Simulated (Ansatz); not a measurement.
Ansatz results at the PBE0-D4/def2-TZVP geometry: LUMO energy (B3LYP/def2-TZVPP) -0.54 eV; HOMO–LUMO gap (PBE0/def2-TZVPP) 6.79 eV; HOMO–LUMO gap (ωB97M-V/def2-TZVPP) 11.02 eV.

Each molecule was computed in one conformer, which needn't be the lowest.

**Question.** Which molecule gave them?
A. `O/C(Cl)=C/[SiH3]`
B. `C=C([SiH3])NC`
C. `[SiH3][NH][AlH][SiH2]Cl`
D. `O=C(O[SiH3])[SiH2]F`

**Answer.** A. The others give `C=C([SiH3])NC`: 0.02, 6.16, 10.35; `O=C(O[SiH3])[SiH2]F`: -1.40, 7.10, 11.68; `[SiH3][NH][AlH][SiH2]Cl`: -1.91, 5.81, 9.49.

B3LYP here is the variant with VWN-RPA as its local correlation; programs differ in this.
